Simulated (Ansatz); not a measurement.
`[OH][Al]([F])[SH]` + `C[SiH3]` → `[OH][Al]([F])[CH2][SiH3]` + H₂S  (formal exchange of groups at the Al–S bond)

Isolated molecules relaxed with PBE0-D4/def2-TZVP in Ansatz; ΔE leaves out vibrations. CBS: MP2 limit from def2 TZ/QZ plus the TZ coupled-cluster correction, frozen cores. This one scheme is used for every species. DFT in def2-TZVPP. B3LYP here is the variant with VWN-RPA as its local correlation; programs differ in this. Each species was taken in one conformer, which may not be the lowest.

Task: Is it downhill or uphill in electronic energy at CCSD(T)/CBS, and by how much? (An estimate is asked.)

Result: Ansatz gave: Uphill: ΔE = +91.3 kJ/mol.

Task: What do these levels give: r2SCAN-D4, B3LYP-D4, HF/def2-TZVPP, MP2/def2-TZVPP, CCSD(T)/def2-TZVPP, MP2/def2-QZVPP? (An estimate is asked.)

Result: Ansatz gave: r2SCAN-D4 94.9, B3LYP-D4 91.1, HF/def2-TZVPP 101.3, MP2/def2-TZVPP 92.0, CCSD(T)/def2-TZVPP 89.6, MP2/def2-QZVPP 92.9 kJ/mol.

Largest T1 diagnostic among the species: 0.012.

In def2-TZVPP, CCSD(T) changes the Hartree–Fock value by −11.7 kJ/mol (the triples alone add −0.8 kJ/mol) and MP2 by −9.3 kJ/mol.
